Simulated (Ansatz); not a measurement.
Ansatz results at the PBE0-D4/def2-TZVP geometry: zero-point energy (PBE0-D4/def2-TZVP) 211.4 kJ/mol; LUMO energy (B3LYP/def2-TZVPP) -1.35 eV; HOMO energy (PBE0/def2-TZVPP) -7.19 eV.

Each molecule was computed in one conformer, which needn't be the lowest.

**Question.** Which molecule gave them?
A. `CNCCN`
B. `FBB[SiH3]`
C. `C=CC1=C[SiH2]1`
D. `[SiH3]C1=C[SiH2]O1`

**Answer.** C. The others give `CNCCN`: 365.6, 0.75, -6.54; `[SiH3]C1=C[SiH2]O1`: 177.8, -0.93, -7.13; `FBB[SiH3]`: 133.8, -2.82, -8.00.

B3LYP here is the variant with VWN-RPA as its local correlation; programs differ in this.
